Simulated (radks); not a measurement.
Charge is removed step by step from the 5s1/2 level of the europium ion Eu+, starting from [Xe] 4f7 6s1. All-electron calculation, Dirac Kohn-Sham, PBE, spin-unpolarised, spherical densities, point nucleus; open shells are shared between the two j in proportion to 2j + 1. Program: a radial shooting solver on a logarithmic mesh with Libxc functionals.

removed (e)  E - E(0) (eV)  eigenvalue (eV)  E minus straight line (eV)
0                    0.000          -50.837                       0.000
0.1                  5.144          -52.052                      -0.569
0.2                 10.411          -53.285                      -1.015
0.3                 15.802          -54.534                      -1.337
0.4                 21.318          -55.798                      -1.534
0.5                 26.962          -57.076                      -1.603
0.6                 32.734          -58.367                      -1.544
0.7                 38.636          -59.669                      -1.356
0.8                 44.668          -60.984                      -1.036
0.9                 50.833          -62.309                      -0.585
1                   57.130          -63.645                       0.000

Removing the whole electron costs 57.130 eV by Delta-SCF, against 50.837 eV from minus the eigenvalue at the starting occupation. Slater's transition state (half an electron removed) gives 57.076 eV. Integrating minus the eigenvalue over the occupation (Janak's theorem) gives 57.130 eV. The mean slope of the eigenvalue, de/dn, is 12.8 eV per electron.
